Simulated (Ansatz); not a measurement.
Pulling on the O3–H4 bond in H2OSn (SMILES [OH][SnH]) (multiplicity 1 held, fragments rigid). Energies count from the point at 0.963 Å.
Geometry at that point (charge 0, multiplicity 1):
```xyz
4

Sn    -0.18386    -0.15026     0.19526
H     -1.45521     0.01474    -1.07213
O      1.21528     0.79939    -0.86933
H      0.92596     1.10307    -1.73634
```

Restricted levels (R-, RO-) in cc, def2 and unpolarised 6-31G sets keep to the state of the molecule at rest. U- levels take the lowest unrestricted solution at each point, which mixes spins at long bonds. Active spaces are followed from a long bond inwards. Levels need not reach the same state.

Cores are frozen in the correlated methods. Filled d and f shells under p-block atoms count as core.

Codes used: Ansatz (a program for electronic structure).  In def2 rows elements past Kr take small-core potentials, without spin–orbit coupling.

Problem. Estimate the energy at R = 3.082 Å that FIC-MRCISD+Q on CASSCF(4,3)/def2-TZVPP returns for this input.

Solution. 484 kJ/mol

Problem. Estimate the energy at R = 3.082 Å that R-MP2/def2-TZVPP returns for this input.

Solution. 589 kJ/mol

Problem. What is the computed energy at R = 3.082 Å (U-MP2/def2-TZVPP)?

Solution. 517 kJ/mol

Doubts at one or more of the structures used: a restricted determinant that unrestricted orbitals would lower (R-MP2/def2-TZVPP); a spin-contaminated determinant (U-MP2/def2-TZVPP); active orbitals that take no part (FIC-MRCISD+Q on CASSCF(4,3)/def2-TZVPP).
